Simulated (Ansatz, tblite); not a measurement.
Removing and adding an electron: Si4N4O2. Total charge 0; singlet. Geometry: PBE0-D4/def2-SVP. Ansatz, gas phase; energy differences of separate SCF runs; the oxidised species was run as a doublet alone; the reduced species was run as a doublet alone.

| atom | x (Å) | y (Å) | z (Å) |
| --- | --- | --- | --- |
| Si1 | -0.122 | 1.127 | 0.352 |
| Si2 | -0.637 | 0.504 | 2.573 |
| Si3 | 0.637 | -0.504 | -2.573 |
| Si4 | 0.122 | -1.127 | -0.352 |
| N5 | 0.475 | -1.991 | -1.695 |
| N6 | -0.475 | 1.991 | 1.695 |
| N7 | 0.258 | 0.534 | -1.144 |
| N8 | -0.258 | -0.534 | 1.144 |
| O9 | -0.964 | 0.057 | 3.988 |
| O10 | 0.964 | -0.057 | -3.988 |

The xTB rows come from tblite. B3LYP takes the VWN-RPA correlation. Correlated methods freeze 26 core orbitals. The rows differ in basis, and correlated rows in double-zeta sets carry the largest basis error. The structure comes from a short search, and lower isomers may exist.

```
             level  −HOMO (eV)  vertical IE (eV)  −LUMO (eV)  vertical EA (eV)  HOMO–LUMO gap (eV)  IE − EA (eV)                       remarks
          GFN1-xTB       10.42             12.97        7.97              5.36                2.46          7.62                             –
          GFN2-xTB       11.07             13.96        7.80              5.26                3.27          8.70                             –
       HF/def2-SVP           –              9.25           –                 –                   –             –                             –
   PBE-D4/def2-SVP        7.07                 –        4.33              2.08                2.74             –  HOMO above zero (-1 doublet)
  PBE-D4/def2-TZVP        7.34              9.77        4.67                 –                2.67             –                             –
B3LYP-D4/def2-TZVP        8.55             10.36        4.13                 –                4.42             –                             –
  PBE0-D4/def2-SVP        8.61                 –        3.62              2.06                4.99             –                             –
 PBE0-D4/def2-TZVP        8.83             10.44        3.90                 –                4.93             –                             –
      MP2/def2-SVP           –             11.01           –                 –                   –             –                             –
     CCSD/def2-SVP           –             10.56           –                 –                   –             –    large T1 (0.024) (singlet)
  CCSD(T)/def2-SVP           –             10.58           –                 –                   –             –    large T1 (0.024) (singlet)
```

Relaxing the reduced species (PBE0-D4/def2-SVPD) changes its energy by -1.19 eV at PBE0-D4/def2-SVP, so the adiabatic electron affinity to this nearest minimum is 3.25 eV. At PBE-D4/def2-SVP it is 3.13 eV.     A HOMO above zero means that the electron is unbound at that level or that self-interaction error raises the level; the energy of removing that electron tells which. Raw xTB energy differences between charge states are shifted by several eV; the methods need an empirical correction for them. Sets without diffuse functions give affinities that are too small.
